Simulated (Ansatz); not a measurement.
Molecule: sum formula SiN₃H₅Cl, charge 0, multiplicity 2. It need not be the lowest isomer of its formula. 
Geometry from a B3LYP-D3(BJ)/def2-TZVP (Ansatz, a first-principles code) optimisation:
SMILES: [NH][Si](N)(N)Cl
```xyz
10

N      0.4311     1.4595    -1.1090
Si     0.0915    -0.0748    -0.3532
N      1.3933    -1.1539    -0.1979
N     -1.1129    -0.8694    -1.2497
Cl    -0.3861     0.4580     1.6055
H     -0.3895     2.0547    -1.2445
H      2.0278    -1.0731     0.5797
H      1.8482    -1.5205    -1.0194
H     -1.2671    -1.8594    -1.1429
H     -1.9166    -0.3936    -1.6245
```
Charge 0, spin multiplicity 2.

Atomisation energy built up term by term with Ansatz (kcal/mol; UHF references for open shells; valence terms freeze the core; atomic spin-orbit terms are left out). CBS(X,Y): correlation extrapolated as X^-3; Hartree-Fock from the larger set.

| term | basis | kcal/mol |
|---|---|---|
| Hartree-Fock | cc-pV(Q+d)Z | 550.79 |
| CCSD correlation | CBS(cc-pV(T+d)Z,cc-pV(Q+d)Z) | 252.88 |
| (T) | CBS(cc-pV(T+d)Z,cc-pV(Q+d)Z) | 16.20 |
| core correlation | cc-pwCVTZ | 2.13 |
| scalar relativity (X2C) | cc-pVTZ-DK against cc-pVTZ | -1.82 |
| sum: De |  | 820.2 |

(T) makes 2.0 % of the CCSD(T) atomisation energy; under 5 % is typical of single-reference molecules.
